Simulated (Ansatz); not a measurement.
Job for Ansatz (an electronic-structure program): U-CCSD(T)/cc-pV(D+d)Z on C2H6Si (SMILES C[Si]C), a point of a bond scan (R = 1.210 Å). Files ending in .json are basis or fitting sets from the Basis Set Exchange.

Ansatz 0.2 input:
```yaml
crystal:
  periodic: [false, false, false]
  atoms:
    - {symbol: Si, position_ang: [0.21503000, -0.10027787, 0.71649002]}
    - {symbol: C, position_ang: [0.53187861, 1.33369970, -0.49695968]}
    - {symbol: H, position_ang: [-0.49461509, 1.97365817, -0.53643281]}
    - {symbol: H, position_ang: [0.73055639, 1.00415396, -1.52134449]}
    - {symbol: H, position_ang: [1.32261251, 2.01106368, -0.17291591]}
    - {symbol: C, position_ang: [-0.81531610, -1.20152043, -0.44746731]}
    - {symbol: H, position_ang: [-0.09708380, -1.68306319, -1.12778542]}
    - {symbol: H, position_ang: [-1.51089903, -0.64024612, -1.07879372]}
    - {symbol: H, position_ang: [-1.35368361, -1.99657387, 0.06938554]}
basis:
  gaussian:
    orbitals: cc-pV_D+d_Z.json
correlation: {method: ccsd_t, electrons: outside_noble_gas}
scf: {omitted_lower_state_checks: [cluster_reference]}
magnetization: {spin_polarized: true, initial_magnetization: 0}
```

Task: What total energy does the run end on?

Result: -368.5551 hartree (reference determinant -368.1157, T1 diagnostic 0.060). Its determinant has ⟨S²⟩ = 0.36, a mixture of spin states.

Task: How many basis functions does it have, and what does it roughly cost on one machine?

Result: 81 functions; roughly 15 core-seconds.
